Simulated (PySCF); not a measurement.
Calculation: B3LYP-D3(BJ)/def2-TZVP // B3LYP-D3(BJ)/def2-SVP (PySCF). Gas-phase values, no solvent. One relaxed conformer stands for a flexible species; it need not be the lowest. B3LYP has the VWN-RPA correlation part, as in Gaussian. Excitations are Tamm–Dancoff values on a coarser integration grid. The basis has no diffuse functions, so Rydberg states are missing or too high.

Reference species (SMILES): `o1c(B)cc(F)c1` (neutral, multiplicity 1).

```json
{
  "S1 oscillator strength": "0.357",
  "T1 excitation (TDA)": "2.96 eV"
}
```

Changed species: `Bc1coc(F)c1`.

Problem. Give the shifts of the S1 oscillator strength and T1 excitation (TDA).

Solution. the S1 oscillator strength decreases by 0.308, to 0.049; the T1 excitation (TDA) rises by 0.12 eV, to 3.08 eV.
